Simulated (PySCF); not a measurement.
# How methods differ on the excitation energy of P⁺

P⁺ [Ne] 3s2 3p2 (3P) → P⁺ [Ne] 3s2 3p1 3d1 (high-spin determinant), as a difference of total energies. Calculation: PySCF 2.14, in dyall-av2z (13s9p2d, 50 functions); the non-relativistic Hamiltonian (point nucleus). Correlated levels: valence: [Ne] frozen; virtual orbitals above 40 to 60 times the deepest correlated orbital energy dropped. The calculations carry no spin-orbit coupling.

| method | excitation energy (cm⁻¹) |
| --- | --- |
| UHF | 100140 |
| LDA | 92531 |
| PBE | 91550 |
| PBE0 | 94246 |
| r2SCAN | 95147 |
| PBEsol | 91713 |
| wB97X-V | 96698 |
| B3LYP | 93430 |
| PW91 | 91799 |
| MP2 (valence) | 99243 |
| SCS-MP2 (valence) | 98571 |

A first-order spin-orbit estimate (lowest level to lowest level, LS coupling) adds 0.009 eV.

The promoted electron is Rydberg-like, and one or two diffuse shells describe it only roughly, which tends to raise the upper state.

The determinant of the upper state mixes LS terms, which raises its energy above the lowest term, most at the Hartree-Fock and MP2 levels.
